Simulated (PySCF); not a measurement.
# `N#Cc1nn([SiH3])cp1`, C$_{3}$H$_{4}$N$_{3}$PSi

Geometry:
```tsv
atom	x (Å)	y (Å)	z (Å)
N1	4.087	0.178	-0.632
C2	2.990	-0.024	-0.363
C3	1.669	-0.327	0.001
N4	0.659	0.428	-0.367
N5	-0.485	-0.045	0.089
Si6	-1.890	0.933	-0.375
C7	-0.387	-1.176	0.817
P8	1.223	-1.748	0.989
H9	-1.654	2.249	0.204
H10	-1.907	0.915	-1.832
H11	-3.019	0.227	0.228
H12	-1.286	-1.609	1.215
```

Method: PySCF, GIAO B97-2/pcSseg-1 magnetisability, rotational g tensor and spin-rotation constants, non-relativistic, gas phase. Geometry: GFN2-xTB.

Task: Give the nuclear spin-rotation constants along the inertial axes (H = +C I·J) beside the isotropic shieldings.

Result: Rotational constants 2.8890, 0.9785, 0.7373 GHz. A star marks the isotopologue with that one atom substituted, in its own axes.
| atom | isotope | Caa (kHz) | Cbb (kHz) | Ccc (kHz) | mean (kHz) | σ (ppm) |
| --- | --- | --- | --- | --- | --- | --- |
| N1 | 14N | 0.277 | 0.174 | 0.170 | 0.207 | -55.9 |
| N4 | 14N | 0.958 | 0.205 | 0.042 | 0.402 | -128.1 |
| N5 | 14N | 0.519 | 0.146 | 0.053 | 0.239 | 20.7 |
| P8 | 31P | 6.806 | 2.218 | 0.929 | 3.318 | 166.5 |
| H9 | 1H | -0.269 | -0.051 | 0.007 | -0.104 | 26.6 |
| H10 | 1H | -0.269 | -0.051 | 0.007 | -0.104 | 26.6 |
| H11 | 1H | -0.077 | -0.018 | -0.070 | -0.055 | 26.8 |
| H12 | 1H | 0.007 | 0.032 | -0.084 | -0.015 | 22.8 |
| C2 | 13C* | 0.251 | 0.342 | 0.327 | 0.306 | 68.5 |
| C3 | 13C* | 1.530 | 0.335 | 0.135 | 0.667 | 30.4 |
| Si6 | 29Si* | -1.551 | -0.571 | -0.438 | -0.853 | 397.0 |
| C7 | 13C* | 1.063 | 0.563 | 0.130 | 0.586 | 15.8 |

For the geometry as given, no vibrational averaging.

Task: How do the rotational constants and the g tensor change when H9, H10, H11, H12 are replaced by deuterium?

Result: Constants 2.7014, 0.9187, 0.6970 GHz; g -0.0649, -0.0226, -0.0028, against -0.0692, -0.0237, -0.0026 before.
